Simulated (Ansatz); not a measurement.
A run for Ansatz (an electronic-structure program): R-CCSD(T)/aug-cc-pVDZ on C2H3F (a complex), monomers drawn apart or pushed together.

Ansatz 0.2 input:
```yaml
crystal:
  periodic: [false, false, false]
  atoms:
    - {symbol: F, position_ang: [-0.03245971, -0.01161536, 0.34874149]}
    - {symbol: H, position_ang: [-0.01822541, -0.00444956, 1.28328892]}
    - {symbol: C, position_ang: [0.25182891, -0.53809691, 3.17868718]}
    - {symbol: C, position_ang: [-0.23338829, 0.55748077, 3.17770330]}
    - {symbol: H, position_ang: [0.68277594, -1.51074473, 3.18759766]}
    - {symbol: H, position_ang: [-0.66414165, 1.53022990, 3.18487742]}
basis:
  gaussian:
    orbitals: aug-cc-pVDZ
magnetization: {spin_polarized: false}
correlation: {method: ccsd_t, electrons: outside_noble_gas}
scf: {lower_state_search: off}
```

The log:

```
WARN ansatz: RAYON_NUM_THREADS=2 ignored (pool sized by the plan → 2); use --threads N
Functional definition: HF
these checks for a lower state are left out or cut short: stability, starts, cluster_reference, orbital_swaps, neighbouring_geometries, increment
integrals: 0.11 GiB planned
940 factors; integrals over basis functions are off by at most 1.1e-3 eV
mean field: 0.18 GiB planned
mean field evaluation 1: about -4810.4883 eV, gradient 3.2e1 eV
mean field evaluation 2: about -4810.4887 eV, gradient 3.2e1 eV
mean field evaluation 4: about -4812.6683 eV, gradient 2.8e0 eV
mean field evaluation 8: about -4812.6920 eV, gradient 9.2e-5 eV
mean field -4812.69198795 eV, -176.8631683974 hartree, gradient 8.2e-7 eV, S^2 0.000000; 0 other end points of the search recorded, 0 dependent functions left out
3 core orbitals not correlated
reference -4812.69198795 eV, -176.8631683974 hartree; 9, 9 occupied and 84, 84 virtual orbitals, 940 factors
second order -13.32332466 eV of doubles, -0.00000000 eV of singles
coupled cluster: 0.36 GiB planned
cycle   1  -13.40717931 eV  change   -8.4e-2 eV  update   8.5e-2
cycle   2  -13.73826432 eV  change   -3.3e-1 eV  update   2.6e-2
cycle   3  -13.83285235 eV  change   -9.5e-2 eV  update   1.3e-2
cycle   4  -13.83298829 eV  change   -1.4e-4 eV  update   3.9e-3
cycle   5  -13.83470615 eV  change   -1.7e-3 eV  update   1.6e-3
cycle   6  -13.83575488 eV  change   -1.0e-3 eV  update   4.4e-4
cycle   7  -13.83582063 eV  change   -6.6e-5 eV  update   1.4e-4
cycle   8  -13.83582628 eV  change   -5.6e-6 eV  update   3.6e-5
cycle   9  -13.83583895 eV  change   -1.3e-5 eV  update   1.4e-5
perturbative correction -0.46560960 eV, -0.0171108374 hartree
Total energy: -4826.99343650 eV, -177.3887369378 hartree
Checks for a lower state left out: stability, starts, cluster_reference, orbital_swaps, neighbouring_geometries, increment
```

Self-consistency was reached.

Cost: very roughly 8 core-seconds.
